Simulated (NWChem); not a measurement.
# SeBrF; SMILES Br[Se]F

```xyz
3

Se     0.3803     0.9349     0.0000
F     -1.2570     1.5735     0.0000
Br    -0.0669    -1.3205     0.0000
```
Atoms are numbered in this order, from 1.

Computed with NWChem. STO-3G and 3-21G are far too small for this property and stand as cheap habits. Coordinates come from a PBE0/def2-SVP optimisation. GIAO values for the isolated, static molecule; σ is the absolute isotropic shielding, δ = σ(reference) − σ with the isolated reference molecule computed at the same levels (19F: trichlorofluoromethane). Spin-orbit effects, on the heavy nuclei and on their neighbours, are missing.

### Question
Order these runs by computing time, cheapest first, and give rough ratios: PBE/pcSseg-1; PBE0/pcSseg-2; Hartree-Fock/STO-3G.

### Answer
Hartree-Fock/STO-3G (1), PBE/pcSseg-1 (4), PBE0/pcSseg-2 (30). Ratios are rough, from one shared machine; the cheapest took about 11 core-seconds (a rough figure). What differs between the cheapest and the dearest: σ Se1 (ppm) 2073.3 → -1032.5; δ F2 (ppm) -156.5 → -355.1; σ Br3 (ppm) 2933.8 → 1863.3.
